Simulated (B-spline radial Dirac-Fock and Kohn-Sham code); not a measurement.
## S⁵⁺ 2p3/2: cross section and angular parameters

System: S⁵⁺, [Ne] 3s1; threshold 254.7 eV (orbital energy of the model). Model: Dirac-Hartree-Slater photoionisation with a Latter tail; cross sections with all multipoles, angular parameters from the dipole term and its interference with E2. Program: a B-spline atomic structure program.

```
hν (eV)  σ (kb)      β      γ      δ
    300    1320  1.346  0.005  0.012
    472     426  1.489  0.164  0.017
    733     129  1.424  0.323  0.025
    775     110  1.409  0.342  0.026
    800     100  1.400  0.354  0.027
   1000    51.9  1.326  0.434  0.034
 1253.6    26.2  1.238  0.512  0.043
   1260    25.8  1.236  0.513  0.043
   1270    25.2  1.232  0.516  0.044
 1486.9    15.5  1.164  0.570  0.052
   1580    12.8  1.136  0.592  0.055
   1830    7.99  1.068  0.642  0.065
   2000    5.99  1.025  0.672  0.071
   2250    4.07  0.968  0.708  0.081
   2890    1.76  0.846  0.781  0.105
   2950    1.64  0.836  0.786  0.107
   4590   0.355  0.629  0.901  0.163
   5110   0.242  0.582  0.926  0.180
 5414.7   0.197  0.557  0.940  0.189
   5710   0.163  0.535  0.952  0.198
   6030   0.134  0.513  0.965  0.207
   9930  0.0213  0.334  1.085  0.305
  10500  0.0173  0.316  1.100  0.318
  11900       ?      ?      ?      ?
  12000  0.0104  0.274  1.136  0.350
```

**Question.** Give the values at 11900 eV.

**Answer.** σ = 0.0107 kb, β = 0.277, γ = 1.133, δ = 0.348.

Values without a named source are computed, but for edge energies of neutral atoms, which are taken from tables.
